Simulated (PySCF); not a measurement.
A structure optimised at GFN2-xTB (Å):
```
atom  x, y, z in Å
O1     0.7714   -1.7173    0.0107
C2     1.0601   -0.5549   -0.1145
Si3   -0.2428    0.8560   -0.0294
S4    -2.0611   -0.1958    0.3039
H5     2.1165   -0.2699   -0.2856
H6    -0.2523    1.5545   -1.3072
H7     0.0879    1.7244    1.0918
H8    -1.4708   -1.3875    0.3057
```

Neutral, closed shell.

Which heavy atoms are bonded, and with what formal order?

O1–C2 1.20 Å (double); C2–Si3 1.92 Å (single); Si3–S4 2.13 Å (single). Bonds to hydrogen (Å): C2–H5 1.11; Si3–H6 1.46; Si3–H7 1.46; S4–H8 1.33.

Write the SMILES.

`O=C[SiH2]S`, CH4OSSi. Among its features: Si–H bond and C–Si bond.

What is the point group of this geometry?

Cs (every atom within 0.08 Å of its image).

Describe the place of each heavy atom.

O1: carbonyl oxygen; C2: carbonyl carbon; Si3: SiH2 silicon; S4: sulfur bonded to Si and H.

What is the arrangement about S4?

It has 2 neighbours (Si3, H8) and is bent (angle 93.7°).

What is the arrangement about C2?

It has 3 neighbours (O1, Si3, H5) and is planar (angles 122.8°, 119.5° and 117.7°, sum 360.0°, 0.00 Å off the plane of its three neighbours).

The numbers are calculated, not measured.
